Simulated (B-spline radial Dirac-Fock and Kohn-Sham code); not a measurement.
## Dipole and non-dipole photoemission parameters of Zn 2s

System: the free zinc atom, configuration [Ar] 3d10 4s2; threshold 1196.2 eV (tabulated edge). These are calculated numbers from a radial finite-basis atomic code; the model is Dirac-Hartree-Slater photoionisation with a Latter tail; cross sections with all multipoles, angular parameters from the dipole term and its interference with E2.

For linearly polarised light dσ/dΩ = σ/(4π) [1 + β P₂(cos θ) + (δ + γ cos²θ) sin θ cos φ], with θ from the polarisation vector and φ the angle between the beam and the projection of the electron momentum on the plane normal to the polarisation.

| hν (eV) | σ (kb) | β | γ |
| --- | --- | --- | --- |
| 1210 | 109 | 1.999 | 0.777 |
| 1253.6 | 103 | 1.999 | 0.894 |
| 1690 | 65.4 | 1.999 | 0.091 |
| 2984.4 | ? | ? | ? |
| 3810 | 14.4 | 1.999 | 0.170 |
| 5210 | 7.38 | 1.999 | 0.472 |
| 5414.7 | 6.78 | 1.999 | 0.515 |
| 6070 | 5.25 | 1.999 | 0.645 |
| 6410 | 4.65 | 1.999 | 0.711 |
| 8047.8 | 2.74 | 1.999 | 1.008 |
| 8200 | 2.62 | 1.999 | 1.034 |
| 9170 | 2.01 | 1.999 | 1.193 |
| 9251.7 | 1.97 | 1.999 | 1.206 |
| 12000 | 1.04 | 1.998 | 1.604 |
| 12200 | 0.999 | 1.998 | 1.630 |

Q: Give the values at Ag Lα (2984.4 eV).

A: σ = 23.4 kb, β = 1.999, γ = 0.007. For an s subshell δ is negligible.
